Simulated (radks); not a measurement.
Question: Neutral molybdenum: order these configurations by energy. All-electron calculation, Dirac Kohn-Sham, BLYP, spin-unpolarised, spherical densities, finite nucleus; Fermi nuclear charge, rms radius of each element as measured or else 0.836 A^(1/3) + 0.57 fm. Program: a radial shooting solver on a logarithmic mesh with Libxc functionals. Sub-shells are occupied by j as written (lower j first in brackets). [Kr] 4d(3/2: 3, 5/2: 0) 5s2 5p(1/2: 1, 3/2: 0); [Kr] 4d(3/2: 3, 5/2: 1) 5s1 5p(1/2: 1, 3/2: 0); [Kr] 4d(3/2: 3, 5/2: 1) 5s2; [Kr] 4d(3/2: 4, 5/2: 0) 5s1 5p(1/2: 1, 3/2: 0); [Kr] 4d(3/2: 4, 5/2: 0) 5s2; [Kr] 4d(3/2: 4, 5/2: 1) 5s1.

Answer: From the lowest, in eV above it: [Kr] 4d(3/2: 4, 5/2: 0) 5s2 0.000; [Kr] 4d(3/2: 4, 5/2: 1) 5s1 0.019; [Kr] 4d(3/2: 3, 5/2: 1) 5s2 0.226; [Kr] 4d(3/2: 4, 5/2: 0) 5s1 5p(1/2: 1, 3/2: 0) 3.434; [Kr] 4d(3/2: 3, 5/2: 1) 5s1 5p(1/2: 1, 3/2: 0) 3.666; [Kr] 4d(3/2: 3, 5/2: 0) 5s2 5p(1/2: 1, 3/2: 0) 5.307.
